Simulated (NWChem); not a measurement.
Molecule: ethylene carbonate (C3H4O3); SMILES C1(OCCO1)=O

```xyz
10

O      0.0000     0.0000    -2.0365
C      0.0000     0.0000    -0.8418
O      0.0953    -1.1143    -0.0618
C     -0.1193    -0.7583     1.3096
C      0.1193     0.7583     1.3096
O     -0.0953     1.1143    -0.0618
H      0.5841    -1.3148     1.9320
H     -1.1450    -1.0233     1.5892
H     -0.5841     1.3148     1.9320
H      1.1450     1.0233     1.5892
```
Atoms are numbered in this order, from 1.

Geometry: optimised at B3LYP/6-31G* (spherical d).

Question: Give the principal values of the shielding tensors (ppm) of O1, C2, O3, C4 from B3LYP/6-311G** (spherical d), GIAO (NWChem), with their diamagnetic and paramagnetic parts as GIAO splits them.

Answer: 
| atom | σ11 | σ22 | σ33 | isotropic | diamagnetic | paramagnetic |
|---|---|---|---|---|---|---|
| O1 | -146.3 | -94.9 | 314.7 | 24.5 | 401.1 | -376.6 |
| C2 | -65.3 | 23.9 | 116.2 | 25.0 | 256.3 | -231.3 |
| O3 | 33.1 | 198.1 | 299.4 | 176.9 | 391.6 | -214.7 |
| C4 | 86.5 | 100.3 | 163.5 | 116.8 | 246.7 | -130.0 |
